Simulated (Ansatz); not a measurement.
`C#COC(C)F` + `[NH2][AlH][NH2]` → `C#[C][Al]([NH2])[NH2]` + `CC(O)F`  (formal exchange of groups at a C–O bond)

Calculated with Ansatz (gas phase, PBE0-D4/def2-TZVP geometries, no zero-point term in ΔE). CBS: MP2 limit from def2 TZ/QZ plus the TZ coupled-cluster correction, frozen cores. This one scheme is used for every species. Functionals use def2-TZVPP. B3LYP here is the variant with VWN-RPA as its local correlation; programs differ in this. One conformer a species, not always the lowest.

```csv
level,ΔE (kcal/mol),difference from CCSD(T)/CBS
PBE-D4,-36.1,5.9
r2SCAN-D4,-38.7,3.3
PBE0-D4,-37.4,4.6
B3LYP-D4,-38.1,3.9
ωB97X-V,-38.1,3.9
ωB97M-V,-39.4,2.6
B2PLYP,-40.0,2.0
PBE,-36.2,5.8
r2SCAN,-38.7,3.3
PBE0,-37.5,4.5
B3LYP,-38.4,3.6
HF/def2-TZVPP,-40.5,1.5
MP2/def2-TZVPP,-42.0,0.0
SCS-MP2/def2-TZVPP,-41.6,0.4
CCSD/def2-TZVPP,-41.4,0.6
CCSD(T)/def2-TZVPP,-41.2,0.8
HF/def2-QZVPP,-40.5,1.5
MP2/def2-QZVPP,-42.4,-0.4
SCS-MP2/def2-QZVPP,-42.1,-0.1
HF/CBS(def2),-40.5,1.5
MP2/CBS(def2),-42.8,-0.8
CCSD/CBS(def2),-42.2,-0.2
CCSD(T)/CBS,-42.0,0
```

Largest T1 diagnostic among the species: 0.012.

From PBE to PBE0 (25 % exact exchange), in def2-TZVPP and without D4, ΔE moves by −1.3 kcal/mol.
